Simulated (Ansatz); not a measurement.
Cartesian coordinates in Å:
```
C 1.696 -0.250 1.021
C 1.127 0.265 -0.281
N -0.303 0.521 -0.221
C -0.816 1.102 -1.449
Sn -1.454 -0.855 0.671
Cl -1.392 -0.707 2.966
Cl -0.910 -3.045 0.137
Cl -3.643 -0.494 0.047
H 1.315 -1.247 1.271
H 1.464 0.425 1.847
H 2.780 -0.345 0.945
H 1.378 -0.427 -1.100
H 1.604 1.223 -0.531
H -0.609 0.490 -2.338
H -1.893 1.262 -1.386
H -0.344 2.080 -1.599
```

Total charge 0; spin multiplicity 1. Sn: def2 effective core potential.

Problem. List the r2SCAN/def2-TZVPP orbital energies in eV (Ansatz). (An estimate is asked.)

Solution. The calculation gave: Occupied: -2753.58, -2753.54, -2753.47, -386.12, -274.39, -274.14, -273.32, -254.95, -254.91, -254.84, -193.50, -193.47, -193.39, -193.34, -193.34, -193.30, -193.30, -193.23, -193.23, -138.86, -93.73, -93.69, -93.60, -28.25, -28.21, -28.20, -28.02, -27.99, -24.13, -21.64, -21.04, -20.96, -20.17, -17.59, -16.03, -13.46, -12.43, -12.39, -11.75, -11.08, -10.13, -10.09, -10.00, -9.58, -9.40, -9.24, -8.57, -8.51, -8.39, -8.27, -8.19, -8.14, -6.08. Lowest empty: -2.97, -0.37, -0.20, 0.41, 1.10, 1.69, 2.01, 2.13.
